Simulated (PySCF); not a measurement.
Gas-phase reaction: 3 InH2Cl + 4 O → In2O + 3 H2O + InCl3

Energies from PySCF, thermal terms from the rigid-rotor harmonic-oscillator model, ideal gas at 1 bar. † marks an energy on the PBE0/def2-TZVP geometry and frequencies; other levels use their own. CCSD(T) freezes the core. Open shells (unrestricted): O (multiplicity 3); the rest are closed-shell singlets. Spin-orbit splitting is ignored; it lowers the true energy and changes the entropy of O. In: scalar-relativistic def2 core potential, no spin-orbit coupling. InH2Cl: computed as isolated molecules; such fragments, hydroxides, amides, oligomers or adducts are transient or little studied in the gas. CCSD(T) isn't extrapolated to the basis-set limit.

```csv
level,"ΔH°(298 K), kJ"
BLYP/def2-TZVP†,-2121
CCSD(T)/def2-SVP†,-1870
PBE/def2-SVP,-2131
PBE0/def2-TZVP,?
LDA/def2-TZVP†,?
ωB97X-V/def2-TZVP†,?
```

Question: What belongs in the gaps?

Answer: 
- PBE0/def2-TZVP, ΔH°(298 K), kJ: -2010
- LDA/def2-TZVP†, ΔH°(298 K), kJ: -2481
- ωB97X-V/def2-TZVP†, ΔH°(298 K), kJ: -2000
